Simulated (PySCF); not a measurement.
Compound: C5H8NOSi (doublet state).
Z-matrix (Å and degrees, GFN2-xTB geometry), rows numbered from 1:
```
N 
C   1  1.1479
C   2  1.4234  1  174.32
C   3  1.5327  2  111.32  1  -100.93
C   4  1.5286  3  108.47  2    75.45
C   5  1.5294  4  108.85  3    53.17
Si  6  1.9185  5  103.78  4   -38.91
O   7  1.6222  3  112.51  2    15.66
H   3  1.0902  2  109.09  1   135.38
H   4  1.0922  3  108.75  2  -165.54
H   4  1.0926  3  111.13  2   -46.52
H   5  1.0917  4  110.48  3   175.50
H   5  1.0936  4  108.74  3   -66.38
H   6  1.0890  5  111.37  4  -160.39
H   6  1.0893  5  109.73  4    81.04
H   8  0.9608  7  124.00  3   -28.29
```

The hyperfine couplings belong to this conformer and change with its torsions.

Identity: `N#C[C@H]1CCC[Si]1O` [radical].

Computed with PySCF 2.14.0, UKS B3LYP, pcH-1 on C H N O Si, non-relativistic, mean-field spin-orbit, GIAO. One conformer (not necessarily the lowest) at the GFN2-xTB geometry, without solvent, vibrations or thermal averaging. A GFN2-xTB geometry isn't a minimum of the functional, and hyperfine couplings can be far from their values at a DFT geometry, by a factor of two or more for some ions and for spin on atoms past the first row. No stability test was run, so a lower SCF solution isn't excluded.

Principal values of hyperfine tensors in MHz (contact, dipolar and spin–orbit terms together), for some of the nuclei:

```json
{"atom": "Si7", "isotope": "29Si", "A1": "-835.21", "A2": "-608.82", "A3": "-606.08"}
{"atom": "O8", "isotope": "17O", "A1": "-102.17", "A2": "-84.56", "A3": "-83.17"}
{"atom": "C6", "isotope": "13C", "A1": "57.36", "A2": "58.34", "A3": "86.76"}
{"atom": "H16", "isotope": "1H", "A1": "47.16", "A2": "48.31", "A3": "58.59"}
{"atom": "C3", "isotope": "13C", "A1": "44.52", "A2": "45.42", "A3": "59.45"}
{"atom": "C5", "isotope": "13C", "A1": "14.88", "A2": "15.38", "A3": "20.91"}
{"atom": "C2", "isotope": "13C", "A1": "7.05", "A2": "7.52", "A3": "10.44"}
{"atom": "C4", "isotope": "13C", "A1": "5.74", "A2": "5.95", "A3": "8.56"}
```

(1) Give the isotropic coupling of each nucleus in MHz and in mT (g = 2.0024), and the anisotropic part.

(2) What spin density at the nucleus of O8 lies behind its contact coupling (g_N = -0.75752)?

(3) H12 (1H, g_N = 5.58569) isn't in the table. Its spin density at the nucleus is 0.004307 bohr⁻³. What is its contact coupling?

(4) Which nucleus of the table has the largest anisotropic coupling, and what is its form?

## Answers

(1) a_iso is a third of the trace, T = A − a_iso, and a(mT) = a(MHz)/(g × 13.996). The tensors hold a spin–orbit part: the run splits a_iso into a_FC + a_SO, and T includes its anisotropic share.

```tsv
atom	a_iso (MHz)	a_FC	a_SO	a_iso (mT)	T1	T2	T3
Si7	-683.37	-684.35	0.98	-24.384	-151.84	74.55	77.29
O8	-89.97	-89.92	-0.05	-3.210	-12.21	5.41	6.80
C6	67.49	67.48	0.01	2.408	-10.13	-9.15	19.28
H16	51.35	51.34	0.02	1.832	-4.19	-3.04	7.24
C3	49.79	49.79	0.01	1.777	-5.28	-4.37	9.65
C5	17.06	17.06	-0.01	0.609	-2.18	-1.67	3.85
C2	8.34	8.34	0.00	0.298	-1.28	-0.82	2.10
C4	6.75	6.75	0.00	0.241	-1.01	-0.80	1.81
```

(2) a_FC = 800.24 MHz bohr³ × g_N × ρ(0)/(2S). With a_FC = -89.92 MHz and 2S = 1, ρ(0) = 0.1483 bohr⁻³. The nuclear moment is negative, so coupling and spin density have opposite signs.

(3) By the same relation, a_FC = 19.25 MHz. Its full tensor has the principal values 17.37, 18.57, 21.81 MHz.

(4) Si7: -151.8, 74.5, 77.3 MHz (the dipolar term alone has -150.9, 74.2, 76.7), axial, in the ratio +1:+1:−2, the form that spin in one p orbital centred on that nucleus gives (the nuclear moment is negative).

On an Arm Neoverse V2 with one thread, on a shared host, this took 97 s wall (grids of density and orbitals included) and 0.97 GiB of memory at its peak.
